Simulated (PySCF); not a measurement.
Correlation energy of Rb³⁺ (rubidium, charge +3)

[Ar] 3d10 4s2 4p4, high-spin 3P determinant. Calculation: PySCF 2.14, in cc-pVDZ-X2C; scalar relativity by spin-free X2C-1e. Frozen: [Ar] 3d10 4s2; 4 electrons correlated.

Total MP2 correlation energy: -1.82 mhartree.

Same-spin part -0.73 and opposite-spin part -1.09 mhartree; SCS-MP2 scales them by 1/3 and 6/5 to -1.56 mhartree.

| level | correlation energy (mhartree) |
| --- | --- |
| CCSD | -2.01 |
| (T) | 0.00 |
| CCSD(T) | -2.01 |

Diagnostics: T1 = 0.00033, D1 = 0.0006, largest double amplitude 0.010.

Cost of the coupled-cluster step: 0.18 s of wall time on 1 thread of Neoverse-N1 (shared host), for 4 correlated electrons.
